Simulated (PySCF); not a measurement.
## Partial charges of `N[SiH2][Si@@H]([SiH3])[SiH2]O`

Species: H11NOSi4.
Geometry (GFN2-xTB, Å), atoms numbered from 1 in this order:
```xyz
17
H11NOSi4 angstrom
N     -0.5909    2.4869    0.0933
Si     0.8132    1.7782   -0.6105
Si     0.3132   -0.4898   -0.7909
Si     1.9509   -1.8565    0.1465
Si    -1.8076   -1.0279   -0.0324
O     -1.8202   -0.1653    1.3673
H     -1.0820    1.9698    0.8048
H     -0.6021    3.4696    0.3119
H      1.0020    2.5436   -1.8490
H      2.0484    2.0038    0.1748
H      0.3002   -0.8403   -2.2365
H      1.7198   -3.2896   -0.0684
H      3.2905   -1.5939   -0.3901
H      2.0706   -1.6918    1.5998
H     -2.9809   -0.6171   -0.8183
H     -2.0789   -2.4336    0.3146
H     -2.5531   -0.2339    1.9731
```

Density: PBE0/pcSseg-1 (PySCF); schemes: Mulliken, IAO, Hirshfeld and ESP-fitted. One conformer (not necessarily the lowest) at the GFN2-xTB geometry, without solvent, vibrations or thermal averaging.

**Question.** Give the atomic charges in each scheme.

**Answer.** In e:

```csv
atom,environment,Mulliken,IAO,Hirshfeld,ESP-fitted
N1,silicon-bound nitrogen,-0.638,-0.843,-0.323,-0.986
Si2,SiH2 silicon,+0.598,+0.658,+0.285,+0.604
Si3,SiH silicon,-0.422,-0.046,+0.086,-0.126
Si4,SiH3 silicon,+0.264,+0.309,+0.208,+0.271
Si5,oxygen-bound silicon,+0.675,+0.758,+0.316,+0.615
O6,silanol oxygen,-0.586,-0.802,-0.297,-0.692
H7,N–H hydrogen,+0.212,+0.264,+0.089,+0.348
H8,N–H hydrogen,+0.190,+0.259,+0.116,+0.394
H9,Si–H hydrogen,-0.086,-0.123,-0.083,-0.117
H10,Si–H hydrogen,-0.105,-0.158,-0.098,-0.156
H11,Si–H hydrogen,+0.019,-0.072,-0.080,-0.054
H12,Si–H hydrogen,-0.058,-0.097,-0.076,-0.084
H13,Si–H hydrogen,-0.054,-0.095,-0.074,-0.084
H14,Si–H hydrogen,-0.056,-0.099,-0.077,-0.082
H15,Si–H hydrogen,-0.097,-0.138,-0.085,-0.140
H16,Si–H hydrogen,-0.104,-0.140,-0.088,-0.145
H17,hydroxyl hydrogen,+0.249,+0.363,+0.179,+0.434
```

Mean size of the charges over all atoms: ESP-fitted 0.314 e, IAO 0.307 e, Mulliken 0.260 e, Hirshfeld 0.151 e. Each set sums to the total charge, 0, to within 0.001 e. The IAO scheme counts the electrons in orthogonalised intrinsic atomic orbitals, a minimal basis polarised so that it spans the occupied orbitals exactly.

Lowest charge. All schemes agree: Mulliken N1 (-0.638); IAO N1 (-0.843); Hirshfeld N1 (-0.323); ESP-fitted N1 (-0.986).

Highest charge. All schemes agree: Mulliken Si5 (+0.675); IAO Si5 (+0.758); Hirshfeld Si5 (+0.316); ESP-fitted Si5 (+0.615).

**Question.** Sum the charges by element, for elements with more than one atom.

**Answer.** 
```
element  atoms  Mulliken     IAO  Hirshfeld  ESP-fitted
     Si      4    +1.114  +1.679     +0.895      +1.364
      H     11    +0.110  -0.035     -0.275      +0.314
```

**Question.** How closely do the schemes follow one another over all atoms?

**Answer.** Correlation coefficient and root-mean-square difference: IAO with ESP-fitted 0.98, 0.075 e; IAO with Hirshfeld 0.97, 0.241 e; Mulliken with IAO 0.96, 0.129 e; Mulliken with ESP-fitted 0.95, 0.140 e; Hirshfeld with ESP-fitted 0.94, 0.249 e; Mulliken with Hirshfeld 0.88, 0.204 e.

**Question.** How many electrons does the IAO scheme count on O6?

**Answer.** Z − q = 8 − (-0.802) = 8.802.
